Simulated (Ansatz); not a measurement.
Reaction (redistribution): `C=C=[N][SbH2]` + `BSC` → `C[S][SbH2]` + `BN=C=C`

Gas-phase electronic energies from Ansatz, PBE0-D4/def2-TZVP geometries. CCSD(T)/CBS is the MP2 limit (def2-TZVPP, def2-QZVPP) plus CCSD(T) − MP2 in def2-TZVPP, frozen cores. DFT in def2-TZVPP. Elements past krypton have def2 core potentials. For Sb outer-core shells are correlated without core-valence functions, which leaves a few kJ/mol of doubt a bond.

```json
{"level": "PBE0-D4", "ΔE (eV)": "-0.63"}
{"level": "BHLYP-D4", "ΔE (eV)": "-0.64"}
{"level": "HF/def2-QZVPP", "ΔE (eV)": "-0.59"}
{"level": "MP2/CBS(def2)", "ΔE (eV)": "-0.54"}
```

(1) What does CCSD(T)/CBS give? (An estimate is asked.)

Largest T1 diagnostic among the species: 0.017.

Answers

(1) The calculation gave: -0.55 eV. The listed levels differ from it by -0.08, -0.09, -0.04, 0.01 eV.

In def2-TZVPP, CCSD(T) changes the Hartree–Fock value by +0.11 eV (the triples alone add +0.02 eV) and MP2 by +0.11 eV. Leaving LDA and LC-ωPBE aside and taking each functional with its dispersion term where it has one, the values, not all of them listed here, spread over 0.13 eV, from B3LYP-D4 to ωB97X-V. LDA lies −0.09 eV from PBE without D4.

B3LYP here is the variant with VWN-RPA as its local correlation; programs differ in this.
